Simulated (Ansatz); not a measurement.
`[AlH2][BH]Cl` + CH₃NH₂ → `CN[BH][AlH2]` + HCl at 298.15 K and 1 bar (ligand exchange at a B–Cl bond).

Computed with Ansatz on PBE0-D4/def2-TZVP structures; ΔE is electronic, products minus reactants. CBS: MP2 limit from def2 TZ/QZ plus the TZ coupled-cluster correction, frozen cores. This one scheme is used for every species. One conformer a species, not always the lowest.

```tsv
species	CCSD(T)/CBS energy (Eh)	H − E (kJ/mol)	S (J/(mol·K))
`[AlH2][BH]Cl`	-728.37691	84.8	306.0
CH₃NH₂	-95.75281	180.0	240.4
`CN[BH][AlH2]`	-363.77062	234.0	331.9
HCl	-460.38127	26.6	186.8
```

H − E and S are ideal-gas, rigid-rotor, harmonic terms from PBE0-D4/def2-TZVP, for one conformer and one mirror image of each species. 1 Eh = 2625.50 kJ/mol, R = 8.31446 J/(mol·K).

Problem. By hand: ΔE, ΔH, ΔS and ΔG.

Solution. ΔE = (-363.77062) + (-460.38127) − (-728.37691) − (-95.75281) = -0.02217 Eh = -58.2 kJ/mol. Δ(H − E) = 234.0 + 26.6 − 84.8 − 180.0 = -4.2, so ΔH = -62.4 kJ/mol. ΔS = 331.9 + 186.8 − 306.0 − 240.4 = -27.7 J/(mol·K). ΔG = -62.4 − 298.15 × (-27.7)/1000 = -54.1 kJ/mol.

Problem. By hand: the equilibrium constant, and the temperature at which ΔG would vanish if ΔH and ΔS stayed fixed.

Solution. log₁₀ K = −ΔG/(RT ln 10) = 9.5. ΔG = 0 at ΔH/ΔS = 2253 K.

ΔH outweighs TΔS. A doubt of 5 kJ/mol in ΔE shifts log₁₀ K by 0.9 here. Other conformers and mirror images would add mixing entropy, several J/(mol·K) or more a flexible species. These are equilibria of isolated gas molecules and say nothing of rates. Largest T1 diagnostic: 0.014 (customary marks: 0.02 for closed shells, 0.045 for open ones).
